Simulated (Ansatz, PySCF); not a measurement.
Breaking the Se4–H5 bond in BH3Se (SMILES B[SeH]) (multiplicity 1 held, fragments rigid). Energies count from the point at 1.473 Å.
Geometry at that point (charge 0, multiplicity 1):
```csv
atom,x (Å),y (Å),z (Å)
B,0.4501,-0.0398,-1.5025
H,-0.2892,-0.5600,-2.2704
H,1.4866,0.4372,-1.8194
Se,-0.1317,-0.0109,0.3152
H,1.0302,0.6917,0.8871
```

U- levels take the lowest unrestricted solution at each point, which mixes spins at long bonds. Active spaces are followed from a long bond inwards. Levels need not reach the same state.

Frozen-core correlation. Filled d and f shells under p-block atoms count as core. Rows in LANL2DZ carry no dispersion term and start afresh at each structure. LANL2DZ brings its own core potentials from Na on.

Programs: Ansatz (Gaussian basis) for Hartree–Fock, density functionals and correlated methods; PySCF for LANL2DZ rows. Each number belongs to the level named beside it.

Question: Give the energy at R = 4.715 Å at the level U-MP2/cc-pVTZ.

Answer: 3.40 eV

Question: What is the computed energy at R = 4.715 Å (U-HF/LANL2DZ)?

Answer: 2.13 eV

Question: Predict the energy at R = 4.715 Å from FIC-MRCISD+Q on CASSCF(4,3)/cc-pVTZ.

Answer: 3.43 eV

Doubts at one or more of the structures used: a spin-contaminated determinant (U-HF/LANL2DZ, U-MP2/cc-pVTZ); active orbitals that take no part (FIC-MRCISD+Q on CASSCF(4,3)/cc-pVTZ).

Ansatz is a program for electronic structure.
